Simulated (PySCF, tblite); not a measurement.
Compound: C4H8Cl2OSi2.
SMILES with atom numbers: `[CH:1]#[C:2][C@@H:3]([Cl:4])[SiH2:5][Si@H:6]([Cl:7])[O:8][CH3:9]` (hydrogens: H10 on C1; H11 on C3; H12, H13 on Si5; H14 on Si6; H15, H16, H17 on C9)

Jobs on this species (17 atoms, 102 electrons) with PySCF (density fitting) and tblite. Hardware of each: one thread, Arm Neoverse V2 (aarch64), shared host. Other jobs ran on the host; a repeat could differ by tens of per cent or more.

| level and settings | work | basis functions | SCF cycles | wall time |
| --- | --- | --- | --- | --- |
| PBE0/pcSseg-1 | shieldings, charges and field gradients | 221 | ? | ? |
| GFN2-xTB | Hessian by finite differences | – | – | 0.98 s |
| GFN2-xTB | L-BFGS relaxation | – | – | 2.2 s |

Fill in the missing figures.

- PBE0/pcSseg-1; shieldings, charges and field gradients: 38 s, 15 SCF cycles

What do all jobs in the table cost together?

About 41 s; the longest takes about 92 % of that, and about 39 times as long as the shortest.
